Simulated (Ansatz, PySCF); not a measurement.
System: C3H6O2, net charge 0, singlet state. SMILES: O=C(OC)C
Structure (B3LYP-D3(BJ)/def2-TZVP (Ansatz, a program for electronic structure) minimum search):
```xyz
11

C     -1.8543     0.1696     0.1592
C     -0.4282    -0.1404    -0.2035
O     -0.0723    -0.8339    -1.1211
O      0.4291     0.4670     0.6430
C      1.8231     0.2390     0.3870
H     -2.5223    -0.3365    -0.5316
H     -2.0217     1.2467     0.1188
H     -2.0572    -0.1540     1.1808
H      2.0924     0.5983    -0.6055
H      2.3561     0.7951     1.1531
H      2.0542    -0.8236     0.4535
```
Charge 0, spin multiplicity 1.

Harmonic wavenumbers (cm⁻¹) at HF/3-21G (Ansatz, at its own minimum) and at B3LYP-D3(BJ)/def2-TZVP (PySCF, at the structure above). Modes are numbered in rising order, 27 in all, and paired by that order; shown are modes over 250 cm⁻¹ that lie over 6 % from every other mode at both levels, one of each degenerate set, at most eight drawn at random. The second level is harmonic too, so this factor is not the one that brings values to measured fundamentals.

```json
[
 {"mode": "4", "HF/3-21G (x)": "280", "B3LYP-D3(BJ)/def2-TZVP (y)": "284"},
 {"mode": "8", "HF/3-21G (x)": "892", "B3LYP-D3(BJ)/def2-TZVP (y)": "857"},
 {"mode": "9", "HF/3-21G (x)": "1059", "B3LYP-D3(BJ)/def2-TZVP (y)": "987"},
 {"mode": "21", "HF/3-21G (x)": "1946", "B3LYP-D3(BJ)/def2-TZVP (y)": "1798"}
]
```

Question: Fit one scale factor, y = λ·x, by least squares, and use it for mode 5, which lies at 431 cm⁻¹ at HF/3-21G.

Answer: λ = Σxy/Σx² = 5388105/5782461 = 0.9318; the rows scatter about it by 19 cm⁻¹ (root mean square). Prediction for mode 5: 402 cm⁻¹. The wavenumber at B3LYP-D3(BJ)/def2-TZVP is 426 cm⁻¹, so the fit misses by -24 cm⁻¹, against +5 cm⁻¹ without it. The fit is meant for this molecule alone.
